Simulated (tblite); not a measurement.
C3H7ClO3Si.
Cartesian coordinates in Å at the GFN2-xTB level; atoms count from 1:
```xyz
15
C3H7ClO3Si angstrom
C      2.3083    0.2039    0.1500
Si     0.6802    0.0513   -0.8029
Cl     0.9713    0.0597   -2.7797
O     -0.3448    1.2824   -0.4463
C     -1.4720    1.0397    0.3327
O     -1.3730   -0.1091    1.1103
C     -1.2716   -1.2726    0.3556
O     -0.1225   -1.3300   -0.4274
H      2.8172    1.1267   -0.1107
H      2.1528    0.2006    1.2255
H      2.9751   -0.6173   -0.0937
H     -2.3496    0.9801   -0.3343
H     -1.5891    1.8730    1.0327
H     -2.1488   -1.3807   -0.3058
H     -1.2379   -2.0996    1.0720
```

Calculated harmonic vibrations of the isolated species, GFN2-xTB (tblite), most abundant isotopes, no scaling. The method is semi-empirical: single wavenumbers can be off by several per cent or more. One conformer, not necessarily the lowest.

Harmonic wavenumbers (cm⁻¹): 45.3, 95.3, 96.3, 129.7, 149.6, 194.0, 238.1, 330.5, 364.9, 476.4, 513.3, 680.0, 717.2, 761.4, 802.8, 847.3, 848.0, 963.7, 1009.9, 1037.0, 1090.9, 1118.9, 1131.9, 1217.6, 1274.4, 1339.6, 1341.7, 1378.3, 1458.3, 1462.5, 1462.7, 1469.7, 2833.4, 2834.2, 2954.4, 2955.7, 3036.5, 3051.3, 3054.7.

A = 2399, B = 1093, C = 1067 MHz; mass 153.985 u (most abundant isotopes); point group Cs, symmetry number 1.

Q: What is the zero-point energy?

A: ½Σν̃ = 23384 cm⁻¹ = 279.73 kJ/mol.

Q: Give the ideal-gas entropy at 350 K and 1 bar in the rigid-rotor, harmonic-oscillator model (classical rotation).

A: Translation 175.01, rotation 123.89, vibration 133.87: S = 432.8 J/(mol K).

Q: And Cp and H(350 K) − H(0)?

A: Cp = 159.70 J/(mol K), of which vibrations give 126.44 (their classical limit is 39 R = 324.3); H(350 K) − H(0) = 35.35 kJ/mol without the zero-point energy, 23.71 from vibrations.

Q: How do the functions run with temperature in this model?

A: 
| T (K) | S (J/(mol K)) | Cp (J/(mol K)) | H − H(0) (kJ/mol) | G − H(0) (kJ/mol) | ln q(vib) |
| --- | --- | --- | --- | --- | --- |
| 50 | 246.9 | 56.2 | 2.10 | -10.25 | 0.49 |
| 100 | 293.5 | 79.1 | 5.52 | -23.83 | 1.72 |
| 298.15 | 408.5 | 142.9 | 27.50 | -94.31 | 6.74 |
| 373.15 | 443.2 | 166.9 | 39.13 | -126.26 | 8.49 |
| 500 | 497.1 | 201.9 | 62.61 | -185.96 | 11.36 |
| 750 | 588.8 | 249.5 | 119.52 | -322.07 | 16.65 |
| 1000 | 665.0 | 279.5 | 185.91 | -479.07 | 21.47 |

q(vib) and H(0) count from the zero-point level.

Q: Blend soft modes into free rotors: weight 1/[1 + (100 cm⁻¹/ν̃)⁴] for the oscillator and the rest for a rotor with moment μB/(μ + B), μ = h/(8π²ν), B = 10⁻⁴⁴ kg m². What vibrational entropy results?

A: 123.31 J/(mol K) in place of 133.87, which changes −T·S at 350 K by +3.70 kJ/mol.

Q: What must be added to the electronic energy to get the Gibbs energy at 350 K and 1 bar?

A: ZPE + [H(350 K) − H(0)] − T·S = 279.73 + 35.35 − 151.47 = 163.61 kJ/mol.

Hindered rotation and anharmonicity are outside this model. Other conformers, if any are populated, would add a mixing term that is left out.
